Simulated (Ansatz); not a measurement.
Conformers of GeH6OSSi, SMILES `O[SiH2][S][GeH3]`, each relaxed with PBE0-D4/def2-TZVP in Ansatz. CBS adds the triple-zeta coupled-cluster correction to the MP2 limit.

Outer-core shells of Ge are correlated without core-valence functions. Scalar relativity is left out up to krypton. Spin–orbit coupling is left out.

Not all of them had a frequency check.

Conformer A:

Z-matrix (Å, degrees):
```
Si
S 1 2.115
O 1 1.648 2 109.1
H 1 1.483 2 105.7 3 -120.7
H 1 1.488 2 111.6 3 119.7
Ge 2 2.231 1 97.1 3 -53.6
H 3 0.959 1 116.8 2 146.8
H 6 1.533 2 110.0 1 86.8
H 6 1.534 2 106.0 1 -153.5
H 6 1.537 2 108.9 1 -34.4
```

Conformer B:

Z-matrix (Å, degrees):
```
Si
S 1 2.132
O 1 1.641 2 113.3
H 1 1.477 2 108.3 3 -116.5
H 1 1.489 2 107.5 3 123.0
Ge 2 2.227 1 98.1 3 -95.4
H 3 0.958 1 117.8 2 50.3
H 6 1.539 2 109.6 1 48.8
H 6 1.533 2 105.9 1 167.9
H 6 1.535 2 110.1 1 -72.0
```

Which is lowest in electronic energy at CCSD(T)/CBS (frozen core, def2 sets), and by how much? (Best estimate.)

The calculation gave: B; A lies 1.8 kJ/mol higher. Gaps under about 2 kJ/mol don't settle the order.

Give the energies relative to B (kJ/mol) with PBE-D4/def2-TZVPP, ωB97X-V/def2-TZVPP, B2PLYP/def2-TZVPP, PBE/def2-TZVPP, r2SCAN/def2-TZVPP, CCSD/def2-TZVPP, MP2/CBS(def2). (Estimate.)

Computed: 
| level | A |
| --- | --- |
| PBE-D4/def2-TZVPP | 2.4 |
| ωB97X-V/def2-TZVPP | 1.3 |
| B2PLYP/def2-TZVPP | 2.2 |
| PBE/def2-TZVPP | 3.0 |
| r2SCAN/def2-TZVPP | 2.0 |
| CCSD/def2-TZVPP | 1.5 |
| MP2/CBS(def2) | 1.7 |
